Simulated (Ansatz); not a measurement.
Z-matrix (Å, degrees):
```
C
Si 1 1.881
H 1 1.093 2 109.6
H 1 1.092 2 111.6 3 119.8
H 1 1.092 2 111.6 3 -119.7
B 2 2.024 1 122.8 3 179.2
H 2 1.497 1 108.2 3 56.2
H 2 1.497 1 108.2 3 -57.5
N 6 1.408 2 130.8 1 1.5
H 6 1.208 2 112.0 1 -178.6
Al 9 1.804 6 132.3 2 0.5
H 9 1.014 6 113.2 2 -179.9
H 11 1.574 9 120.2 6 -0.1
H 11 1.582 9 115.5 6 179.8
```

Charge 0, multiplicity 1.

(1) List the PBE/def2-TZVPP orbital energies in eV (the Gaussian-basis code of Ansatz). (Estimate.)

Results:

(1) The calculation gave: Occupied: -1778.68, -1506.84, -380.48, -268.32, -176.82, -136.46, -107.14, -93.20, -93.19, -93.16, -69.26, -69.02, -69.00, -21.08, -16.99, -12.96, -11.76, -11.51, -9.84, -9.73, -9.40, -8.33, -7.93, -7.51, -7.43, -7.37, -6.15. Lowest empty: -2.34, -1.34, -0.68, 0.09, 0.51, 1.13, 1.23, 1.58.
